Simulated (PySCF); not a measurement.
CuI, singlet, geometry from GFN2-xTB (such geometries of metal compounds can be far from the true shape) (core potentials on I), atoms displaced at random by about 0.08 Å a coordinate; PBE/def2-SVP, gradient (PySCF).

Input for PySCF:
```python
from pyscf import gto, scf, dft

mol = gto.M(
    atom='''
Cu   -0.018047    0.110586   -1.579729
I    -0.134874    0.016970    0.829274
''',
    basis='def2-svp',
    ecp={'I': 'def2-svp'},
    charge=0,
    spin=0,
    verbose=4,
)

mf = dft.RKS(mol)
mf.xc = 'pbe'
mf.kernel()
g = mf.nuc_grad_method()
g.grid_response = True
grad = g.kernel()
```

The log (banner, timings and long lists left out):

```
PySCF version 2.14.0

[INPUT] verbose = 4
[INPUT] num. atoms = 2
[INPUT] num. electrons = 54
[INPUT] charge = 0
[INPUT] spin (= nelec alpha-beta = 2S) = 0
[INPUT] symmetry False subgroup None
[INPUT] Mole.unit = angstrom
[INPUT] Symbol           X                Y                Z      unit          X                Y                Z       unit  Magmom
[INPUT]  1 Cu    -0.018047000000   0.110586000000  -1.579729000000 AA   -0.034103887370   0.208977253211  -2.985255161033 Bohr   0.0
[INPUT]  2 I     -0.134874000000   0.016970000000   0.829274000000 AA   -0.254874921325   0.032068652334   1.567100742223 Bohr   0.0

nuclear repulsion = 158.951556391281
number of shells = 21
number of NR pGTOs = 134
number of NR cGTOs = 57
basis = def2-svp
ecp = {'I': 'def2-svp'}

******** <class 'pyscf.dft.rks.RKS'> ********
method = RKS
initial guess = minao
damping factor = 0
level_shift factor = 0
DIIS = <class 'pyscf.scf.diis.CDIIS'>
diis_start_cycle = 1
diis_space = 8
diis_damp = 0
SCF conv_tol = 1e-09
SCF conv_tol_grad = None
SCF max_cycles = 50
direct_scf = True
direct_scf_tol = 1e-13
XC library pyscf.dft.libxc version 7.1.2
    S. Lehtola, C. Steigemann, M. J. T. Oliveira, and M. A. L. Marques,  SoftwareX 7, 1–5 (2018)
XC functionals = pbe
    J. P. Perdew, K. Burke, and M. Ernzerhof,  Phys. Rev. Lett. 77, 3865 (1996)
    J. P. Perdew, K. Burke, and M. Ernzerhof,  Phys. Rev. Lett. 78, 1396 (1997)
    J. P. Perdew, K. Burke, and M. Ernzerhof,  Phys. Rev. Lett. 77, 3865 (1996)
    J. P. Perdew, K. Burke, and M. Ernzerhof,  Phys. Rev. Lett. 78, 1396 (1997)
radial grids:
    Treutler-Ahlrichs [JCP 102, 346 (1995); DOI:10.1063/1.469408] (M4) radial grids

becke partition: Becke, JCP 88, 2547 (1988); DOI:10.1063/1.454033
pruning grids: <function nwchem_prune>
grids dens level: 3
symmetrized grids: False
atomic radii adjust function: <function treutler_atomic_radii_adjust>
small_rho_cutoff = 0
Set gradient conv threshold to 3.16228e-05
Initial guess from minao.
tot grids = 42600
init E= -1906.56920973413
  HOMO = -0.487003802229849  LUMO = -0.481259999636066  gap/eV = 0.15630
cycle= 1 E= -1894.21672370802  delta_E= 12.4  |g|= 11.7  |ddm|= 10.8
  HOMO = -1.1303553854409  LUMO = -0.399666131708954  gap/eV = 19.88307
cycle= 2 E= -1814.27988674148  delta_E= 79.9  |g|= 9.16  |ddm|= 17.7
  HOMO = -1.07692541404855  LUMO = -0.860062319139587  gap/eV = 5.90115
cycle= 3 E= -1879.31396896214  delta_E=  -65  |g|= 7.18  |ddm|=   20
  HOMO = -0.54709421493707  LUMO = -0.394589267263903  gap/eV = 4.14987
cycle= 4 E= -1933.44844826057  delta_E= -54.1  |g|= 4.23  |ddm|= 9.47

WARN: HOMO 0.123505341959392 == LUMO 0.123636011624644

cycle= 5 E= -1889.70439908251  delta_E= 43.7  |g|= 6.91  |ddm|= 17.1

WARN: HOMO 0.0631886418867607 == LUMO 0.0635356503456102

cycle= 6 E= -1920.62358813773  delta_E= -30.9  |g|= 9.75  |ddm|= 14.5

WARN: HOMO 0.0369045973940495 == LUMO 0.0369048497304226

cycle= 7 E= -1925.91157814624  delta_E= -5.29  |g|= 8.55  |ddm|= 9.39
  HOMO = 0.0733800570635278  LUMO = 0.133751065616172  gap/eV = 1.64278
cycle= 8 E= -1906.5844881572  delta_E= 19.3  |g|= 9.91  |ddm|= 13.8
  HOMO = 0.0898756626264695  LUMO = 0.14152525341825  gap/eV = 1.40546
cycle= 9 E= -1899.76388728559  delta_E= 6.82  |g|= 7.95  |ddm|= 3.74
  HOMO = 0.0978785605579092  LUMO = 0.105025388878675  gap/eV = 0.19448
cycle= 10 E= -1894.92425335679  delta_E= 4.84  |g|= 7.54  |ddm|= 3.36
  HOMO = -0.0924940825731224  LUMO = -0.0913986458303344  gap/eV = 0.02981
cycle= 11 E= -1933.51852798804  delta_E= -38.6  |g|= 3.14  |ddm|= 20.3
  HOMO = -0.18276776072453  LUMO = -0.0487931039823479  gap/eV = 3.64564
cycle= 12 E= -1937.48403924894  delta_E= -3.97  |g|= 0.822  |ddm|= 5.39
  HOMO = -0.16230049116677  LUMO = -0.104619407894624  gap/eV = 1.56958
cycle= 13 E= -1937.68460758257  delta_E= -0.201  |g|= 0.518  |ddm|= 2.32
  HOMO = -0.180280946261999  LUMO = -0.121302336918632  gap/eV = 1.60489
cycle= 14 E= -1937.74996488526  delta_E= -0.0654  |g|= 0.0783  |ddm|= 0.692
  HOMO = -0.194372700149592  LUMO = -0.130275435175484  gap/eV = 1.74418
cycle= 15 E= -1937.75048539862  delta_E= -0.000521  |g|= 0.0707  |ddm|= 0.152
  HOMO = -0.19044028983815  LUMO = -0.126879717140525  gap/eV = 1.72957
cycle= 16 E= -1937.7518787458  delta_E= -0.00139  |g|= 0.0124  |ddm|= 0.101
  HOMO = -0.189404884783163  LUMO = -0.125687408672761  gap/eV = 1.73384
cycle= 17 E= -1937.75189934427  delta_E= -2.06e-05  |g|= 0.00571  |ddm|= 0.0189
  HOMO = -0.189896603539912  LUMO = -0.126221106809332  gap/eV = 1.73270
cycle= 18 E= -1937.75190727657  delta_E= -7.93e-06  |g|= 0.000353  |ddm|= 0.00865
  HOMO = -0.189926755447539  LUMO = -0.126220863379643  gap/eV = 1.73353
cycle= 19 E= -1937.75190733576  delta_E= -5.92e-08  |g|= 7.58e-05  |ddm|= 0.00086
  HOMO = -0.189923710416681  LUMO = -0.126218469953791  gap/eV = 1.73351
cycle= 20 E= -1937.75190733701  delta_E= -1.25e-09  |g|= 7.24e-06  |ddm|= 0.000108
  HOMO = -0.189923348944948  LUMO = -0.126218650745322  gap/eV = 1.73349
cycle= 21 E= -1937.75190733704  delta_E= -2.64e-11  |g|= 9.04e-07  |ddm|= 1.83e-05
  HOMO = -0.189923263536171  LUMO = -0.126218640523426  gap/eV = 1.73349
Extra cycle  E= -1937.75190733703  delta_E= 2.73e-12  |g|= 1.26e-06  |ddm|= 2.92e-06
converged SCF energy = -1937.75190733703

******** <class 'pyscf.grad.rks.Gradients'> for <class 'pyscf.dft.rks.RKS'> ********
unit = Eh/Bohr
grid_response = True
--------------- RKS gradients ---------------
         x                y                z
0 Cu     0.0003361847     0.0002491860    -0.0076741707
1 I    -0.0003361847    -0.0002491860     0.0076741707
----------------------------------------------
```
